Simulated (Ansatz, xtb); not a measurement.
# C6H6SSe: which of two isomers lies lower

Structure I is `C=Cc1cc(S)c[se]1`, a singlet and structure II is `C=Cc1[se]ccc1S`, a singlet. Both are isolated molecules in the gas phase, relaxed with B3LYP-D3(BJ)/def2-SVP; the shapes shown needn't be the lowest conformers.

I (Å):

```
atom    x (Å)    y (Å)    z (Å)
   C   2.4581  -1.8531   2.1850
   C   2.3928  -1.5473   0.8795
   C   1.4947  -0.5988   0.2440
   C   1.4534  -0.2939  -1.0962
   C   0.4705   0.6775  -1.4833
   C  -0.2808   1.1718  -0.4490
   S   0.2925   1.2956  -3.1472
  Se   0.2115   0.4230   1.1926
   H   3.1768  -2.5853   2.5585
   H   1.7997  -1.3849   2.9236
   H   3.0769  -2.0472   0.1834
   H   2.1318  -0.7552  -1.8166
   H   0.0935   0.0945  -3.7420
   H  -1.0846   1.9026  -0.5197
```

II (Å):

| atom | x (Å) | y (Å) | z (Å) |
| --- | --- | --- | --- |
| C | -0.7408 | -0.6963 | -2.1287 |
| C | 0.0233 | -0.3160 | -1.0916 |
| C | -0.1168 | -0.7298 | 0.2921 |
| C | -0.6664 | -1.8584 | 2.5748 |
| C | 0.2301 | -0.8327 | 2.6503 |
| C | 0.5437 | -0.2121 | 1.3931 |
| S | 1.6203 | 1.2039 | 1.2687 |
| Se | -1.2569 | -2.1458 | 0.8238 |
| H | -1.5968 | -1.3676 | -2.0062 |
| H | -0.5338 | -0.3402 | -3.1400 |
| H | 0.8536 | 0.3782 | -1.2634 |
| H | -1.0447 | -2.4641 | 3.3974 |
| H | 0.6722 | -0.4949 | 3.5892 |
| H | 2.6499 | 0.6737 | 1.9706 |

Question: Which of the two would you expect CCSD(T)/def2-SVP + ΔMP2/def2-TZVPP electronic energies to favour?

Answer: CCSD(T)/def2-SVP + ΔMP2/def2-TZVPP gives E(II) − E(I) = −0.32 kcal/mol, slightly favouring structure II, which is too small a margin to settle the true order.

How the difference moves with the method:

| level | geometry | E(II) − E(I) (kcal/mol) | departure from the last row (kcal/mol) | job, with rough time for the two |
| --- | --- | --- | --- | --- |
| GFN2-xTB | GFN2-xTB | −0.58 | −0.26 | optimisation, 0.49 s |
| HF/STO-3G | GFN2-xTB | +0.14 | +0.46 | single point, 1.5 s |
| r2SCAN-D4/def2-SVP | GFN2-xTB | −0.81 | −0.49 | single point, 6.6 s |
| B3LYP-D3(BJ)/def2-SVP | B3LYP-D3(BJ)/def2-SVP | −0.73 | −0.42 | optimisation, 3.7 min |
| HF/def2-SVP | B3LYP-D3(BJ)/def2-SVP | +0.63 | +0.94 | part of the CCSD(T) run |
| MP2/def2-SVP | B3LYP-D3(BJ)/def2-SVP | −0.83 | −0.51 | part of the CCSD(T) run |
| CCSD(T)/def2-SVP | B3LYP-D3(BJ)/def2-SVP | −0.47 | −0.16 | single point |
| CCSD(T)/def2-SVP + ΔMP2/def2-TZVPP | B3LYP-D3(BJ)/def2-SVP | −0.32 |  | single point, 4 min |

As drawn, both hold the same kinds of bond in the same numbers.

The largest departure from CCSD(T)/def2-SVP + ΔMP2/def2-TZVPP is that of HF/def2-SVP, 0.94 kcal/mol. The last row adds to CCSD(T) the change of the MP2 difference between the two basis sets, here +0.16 kcal/mol.

With thermal terms from frequencies at re-optimised GFN2-xTB minima (ideal gas, soft modes damped towards free rotors, one conformer each, 298.15 K, 1 atm): on the last row, ΔE + ΔZPE = −0.26, ΔH = −0.29, ΔG = −0.18 kcal/mol.

The correlated steps freeze 20 core orbitals; the filled d shell of Se is correlated, in a basis made for valence electrons. Programs: Ansatz 0.2.0, xtb 6.7.1; the last row on 2 threads of Intel(R) Xeon(R) Processor @ 2.70GHz on a shared host.
